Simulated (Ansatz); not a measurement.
System: sum formula Si2NHCl6 (charge 0, singlet). 
Geometry from a B3LYP-D3(BJ)/def2-TZVP (Ansatz, an electronic-structure program) optimisation:
```
N
H 1 1.0125
Si 1 1.7072 2 114.65
Si 1 1.7072 2 114.65 3 -180.00
Cl 4 2.0354 1 109.70 2 142.88
Cl 3 2.0354 1 109.70 2 142.88
Cl 3 2.0391 1 112.43 2 -96.80
Cl 4 2.0391 1 112.43 2 -96.80
Cl 3 2.0410 1 107.52 2 22.41
Cl 4 2.0410 1 107.52 2 22.41
```
Charge 0, spin multiplicity 1.

Dipole moments at this geometry, in debye (magnitudes).

| level | program | dipole (D) |
|---|---|---|
| SVWN5/def2-TZVPD | Ansatz | 1.22 |
| PBE/def2-TZVPD | Ansatz | 1.20 |
| BLYP/def2-TZVPD | Ansatz | 1.19 |
| revPBE/def2-TZVPD | Ansatz | 1.20 |
| B97M-V/def2-TZVPD | Ansatz | 1.22 |
| B3LYP/def2-TZVPD | Ansatz | 1.23 |
| PBE0/def2-TZVPD | Ansatz | 1.25 |
| r2SCANh/def2-TZVPD | Ansatz | 1.25 |
| r2SCAN0/def2-TZVPD | Ansatz | 1.26 |
| HSE06/def2-TZVPD | Ansatz | 1.24 |
| LC-wPBE/def2-TZVPD | Ansatz | 1.29 |
| wB97M-V/def2-TZVPD | Ansatz | 1.23 |
| wB97X-V/def2-TZVPD | Ansatz | 1.26 |
| CCSD(T)/aug-cc-pV(D+d)Z | Ansatz | 1.21 |
